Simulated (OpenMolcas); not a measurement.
B2H4F2 (SMILES [BH2-]1[F+][BH2-][F+]1): the HOMO–LUMO gap, rung by rung

B2H4F2 has 8 atoms, charge 0, and is taken as a singlet. As SMILES, `[BH2-]1[F+][BH2-][F+]1`. Geometry: relaxed at PBE0-D4/def2-TZVP.

```xyz
8

B    -0.4880    0.9473   -0.2938
F     0.6373    0.5360    0.6706
B     0.4880   -0.9472    0.2939
F    -0.6368   -0.5359   -0.6711
H    -0.0360    1.5573   -1.2103
H    -1.4402    1.3084    0.3220
H     1.4402   -1.3091   -0.3216
H     0.0354   -1.5568    1.2103
```

Quantity: the HOMO–LUMO gap, in eV. The values are calculated.

| level | kind | program | value (eV) | CPU time |
| --- | --- | --- | --- | --- |
| HF/cc-pVDZ | Hartree–Fock | OpenMolcas | 17.27 | 4.7 s |
| PBE/cc-pVDZ | GGA | OpenMolcas | 6.67 | 17 s |
| M06-L/cc-pVDZ | meta-GGA | OpenMolcas | 7.52 | 23 s |
| TPSS/cc-pVDZ | meta-GGA | OpenMolcas | 7.28 | 24 s |
| B3LYP/cc-pVDZ | global hybrid | OpenMolcas | 8.92 | 18 s |
| BHLYP/cc-pVDZ | global hybrid | OpenMolcas | 12.06 | 17 s |
| PBE0/cc-pVDZ | global hybrid | OpenMolcas | 9.38 | 17 s |
| B2PLYP/cc-pVDZ | double hybrid | OpenMolcas | 12.39 | 14 s |

The values span 6.67 to 17.27 eV. Orbital gaps aren't excitation energies, and those of double hybrids come from the SCF part alone; they tend to grow with the share of exact exchange. CPU times are rough (shared hosts, several kinds of processor and program).
